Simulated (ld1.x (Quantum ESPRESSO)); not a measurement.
Reading a pseudo-wave (Au)

Columns: radius, all-electron u(r) and pseudo u(r) of the 6s shell (level -6.53 eV) of gold in the configuration [Xe] 4f14 5d10 6s0.75 6p0.25; LDA (PZ), scalar-relativistic, TM scheme, ld1.x (Quantum ESPRESSO) 7.5.

```json
{"r (bohr)": "0.145", "all-electron": "0.1360", "pseudo": "-0.0145"}
{"r (bohr)": "0.290", "all-electron": "-0.1854", "pseudo": "-0.0306"}
{"r (bohr)": "0.435", "all-electron": "-0.0601", "pseudo": "-0.0497"}
{"r (bohr)": "0.580", "all-electron": "0.2039", "pseudo": "-0.0738"}
{"r (bohr)": "0.725", "all-electron": "0.3105", "pseudo": "-0.1049"}
{"r (bohr)": "0.870", "all-electron": "0.2558", "pseudo": "-0.1453"}
{"r (bohr)": "1.015", "all-electron": "0.1121", "pseudo": "-0.1967"}
{"r (bohr)": "1.160", "all-electron": "-0.0597", "pseudo": "-0.2598"}
{"r (bohr)": "1.305", "all-electron": "-0.2236", "pseudo": "-0.3330"}
{"r (bohr)": "1.450", "all-electron": "-0.3632", "pseudo": "-0.4120"}
{"r (bohr)": "1.595", "all-electron": "-0.4736", "pseudo": "-0.4898"}
{"r (bohr)": "1.740", "all-electron": "-0.5555", "pseudo": "-0.5585"}
{"r (bohr)": "1.885", "all-electron": "-0.6120", "pseudo": "-0.6118"}
{"r (bohr)": "2.030", "all-electron": "-0.6474", "pseudo": "-0.6472"}
{"r (bohr)": "2.175", "all-electron": "-0.6655", "pseudo": "-0.6655"}
{"r (bohr)": "2.320", "all-electron": "-0.6699", "pseudo": "-0.6699"}
{"r (bohr)": "2.465", "all-electron": "-0.6637", "pseudo": "-0.6637"}
{"r (bohr)": "2.610", "all-electron": "-0.6494", "pseudo": "-0.6494"}
{"r (bohr)": "2.755", "all-electron": "-0.6292", "pseudo": "-0.6292"}
{"r (bohr)": "2.900", "all-electron": "-0.6047", "pseudo": "-0.6047"}
{"r (bohr)": "3.045", "all-electron": "-0.5773", "pseudo": "-0.5773"}
{"r (bohr)": "3.190", "all-electron": "-0.5481", "pseudo": "-0.5481"}
{"r (bohr)": "3.335", "all-electron": "-0.5179", "pseudo": "-0.5179"}
{"r (bohr)": "3.480", "all-electron": "-0.4874", "pseudo": "-0.4874"}
{"r (bohr)": "3.625", "all-electron": "-0.4570", "pseudo": "-0.4570"}
{"r (bohr)": "3.770", "all-electron": "-0.4273", "pseudo": "-0.4273"}
```

How many radial nodes do the two functions have?

The all-electron 6s function has n − l − 1 = 5 (the table is too coarse to show those close to the nucleus); the pseudo-wave has 0, since the states of the same l below it are removed with the core.

At about which radius was the pseudo-wave matched?

2.35 bohr. The columns agree to 0.0005 from 1.89 bohr on; several derivatives are matched, so the curves merge somewhat inside the radius.

Is the pseudo-wave norm-conserving?

Yes: the TM scheme keeps the norm inside the radius equal to the all-electron one, which fixes the energy derivative of the logarithmic derivative at the level.
